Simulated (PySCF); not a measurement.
A GIAO shielding run with PySCF (density fitting, non-relativistic, gas phase) on SMILES C=CCC[Si@@H](N)S, C$_{4}$H$_{11}$NSSi:

```
$ OMP_NUM_THREADS=1 python probes_run.py task.json out

{"job": {"kind": "nmr", "xc": "PBE0", "basis": "pcSseg-1"}, "charge": 0, "multiplicity": 1}
C     -2.410379     1.090532     0.346731
C     -1.673738     0.352347    -0.461935
C     -1.198544    -1.028770    -0.150531
C      0.279077    -1.034049     0.258286
Si     1.426581    -0.290100    -1.058107
N      1.501572     1.402987    -0.769609
S      3.461842    -0.976479    -0.830056
H     -2.746885     0.718826     1.300670
H     -2.716666     2.091168     0.092337
H     -1.351044     0.745977    -1.417525
H     -1.326462    -1.661312    -1.031970
H     -1.797572    -1.448737     0.660849
H      0.571697    -2.063081     0.471556
H      0.384277    -0.475583     1.190499
H      1.102462    -0.768997    -2.403002
H      0.651633     1.932799    -0.662250
H      2.214412     1.955537    -1.219400
H      3.618978    -0.536747     0.407041
```

Hardware: 1 thread of an Arm Neoverse N1, shared host. The job also computes population analyses, field gradients.

(1) How large is the calculation?

(2) How long does it take, and how much memory does it need?

## Answers

(1) 72 electrons, 188 basis functions and 1016 auxiliary functions.

(2) 55 s of wall time, with 13 SCF cycles and 5 response iterations; peak memory 0.84 GiB. Times on a shared host scatter by some tens of per cent.
